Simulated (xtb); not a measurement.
C16H36O4Zr, SMILES CC(C)(C)[O][Zr]([O]C(C)(C)C)([O]C(C)(C)C)[O]C(C)(C)C, multiplicity 1. All values are semi-empirical tight-binding results from xtb (GFN2-xTB unless named), good for trends rather than for accurate numbers. Coordinates come from a GFN2-xTB optimisation. The multiplicity is an assumed one; other spin states were not compared. One conformer was computed; it need not be the lowest.

For metal compounds this method's bond lengths and energies can be far off.

```yaml
point_group_as_xtb_finds_it: S4
orbital_gap: 4.36 eV
zero_point_energy: 307.3 kcal/mol
G − E(el) at 298.15 K (modified RRHO): 271.5 kcal/mol
```
